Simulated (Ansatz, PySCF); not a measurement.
ethoxycyclopropane (C5H10O), SMILES CCOC1CC1. Atoms are numbered in the order given.

```xyz
16

C      2.6415    -0.0837    -0.3034
C      1.2201    -0.5197    -0.5762
O      0.3939    -0.0280     0.4628
C     -0.9418    -0.3694     0.2990
C     -1.9361     0.5582     0.9062
C     -1.8013     0.4815    -0.5986
H      3.3189    -0.4515    -1.0887
H      2.9837    -0.4747     0.6669
H      2.7065     1.0146    -0.2706
H      0.8678    -0.1355    -1.5565
H      1.1515    -1.6275    -0.6242
H     -1.1457    -1.4526     0.3285
H     -2.8256     0.1356     1.3817
H     -1.5202     1.4417     1.3986
H     -1.3042     1.3216    -1.0934
H     -2.5989     0.0068    -1.1783
```
Charge 0, spin multiplicity 1.

Geometry optimised at r2SCAN-D4/def2-SVP. Other conformers were not sampled.

Two levels are set side by side: PBE-D3(BJ)/def2-SVP (Ansatz, a program for electronic structure) and r2SCAN-D4/def2-SVP (Ansatz). Each level has its own optimised geometry; the coordinates shown are those of the second. Frequencies come from the Hessian of PySCF at each geometry. Differences are taken from unrounded values.

| quantity | r2SCAN-D4 | PBE-D3(BJ) | PBE-D3(BJ) minus r2SCAN-D4 |
|---|---|---|---|
| mean bond length (Å) | 1.239 | 1.246 | 0.007 |
| bond C1–C2 (Å) | 1.512 | 1.518 | 0.006 |
| bond C2–O3 (Å) | 1.416 | 1.421 | 0.005 |
| bond O3–C4 (Å) | 1.388 | 1.393 | 0.005 |
| bond C4–C5 (Å) | 1.489 | 1.497 | 0.008 |
| bond C4–C6 (Å) | 1.506 | 1.515 | 0.009 |
| bond C5–C6 (Å) | 1.513 | 1.518 | 0.006 |
| bond C1–H7 (Å) | 1.100 | 1.108 | 0.008 |
| bond C1–H8 (Å) | 1.101 | 1.108 | 0.008 |
| bond C1–H9 (Å) | 1.101 | 1.108 | 0.008 |
| bond C2–H10 (Å) | 1.110 | 1.118 | 0.008 |
| bond C2–H11 (Å) | 1.111 | 1.119 | 0.008 |
| bond C4–H12 (Å) | 1.103 | 1.110 | 0.008 |
| bond C5–H13 (Å) | 1.094 | 1.101 | 0.007 |
| bond C5–H14 (Å) | 1.094 | 1.101 | 0.007 |
| bond C6–H15 (Å) | 1.094 | 1.101 | 0.007 |
| bond C6–H16 (Å) | 1.094 | 1.101 | 0.007 |
| highest harmonic wavenumber (cm⁻¹) | 3239 | 3169 | -70 |
| mean harmonic wavenumber (cm⁻¹) | 1479 | 1441 | -38 |
| zero-point energy (kcal/mol) | 88.79 | 86.49 | -2.29 |
